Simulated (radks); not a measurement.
The nuclear charge of the selenium ion Se+ is varied continuously with 33 electrons held in [Ar] 3d10 4s2 4p3. Method: Dirac Kohn-Sham, PBE, spin-unpolarised, spherical densities, finite nucleus; open shells are shared between the two j in proportion to 2j + 1; Fermi nuclear charge, rms radius 4.14 fm; computed with a radial shooting solver on a logarithmic mesh with Libxc functionals. By the Hellmann-Feynman theorem dE/dZ = E(electron-nucleus)/Z, the electronic potential at the nucleus (averaged over a nucleus of fixed radius).

Z,E (hartree),E(electron-nucleus)/Z (hartree),HOMO,e(HOMO) (eV),<r> HOMO (bohr)
33.5,-2344.45331,-168.783,4p3/2,-9.825,2.320
33.6,-2361.36562,-169.463,4p3/2,-10.858,2.278
33.7,-2378.34594,-170.143,4p3/2,-11.919,2.239
33.8,-2395.39423,-170.823,4p3/2,-13.007,2.202
33.9,-2412.51049,-171.502,4p3/2,-14.121,2.166
34,-2429.69470,-172.182,4p3/2,-15.261,2.133
34.1,-2446.94685,-172.861,4p3/2,-16.427,2.101
34.2,-2464.26694,-173.540,4p3/2,-17.618,2.070
34.3,-2481.65494,-174.220,4p3/2,-18.834,2.040
34.4,-2499.11087,-174.899,4p3/2,-20.074,2.012
34.5,-2516.63470,-175.578,4p3/2,-21.339,1.985
34.6,-2534.22645,-176.257,4p3/2,-22.627,1.959
34.7,-2551.88610,-176.936,4p3/2,-23.939,1.934
34.8,-2569.61367,-177.615,4p3/2,-25.273,1.910
34.9,-2587.40914,-178.294,4p3/2,-26.631,1.886
35,-2605.27253,-178.973,4p3/2,-28.012,1.864

The central difference of E at Z = 34 is -172.182 hartree, to compare with the third column; the second derivative is -6.79 hartree.
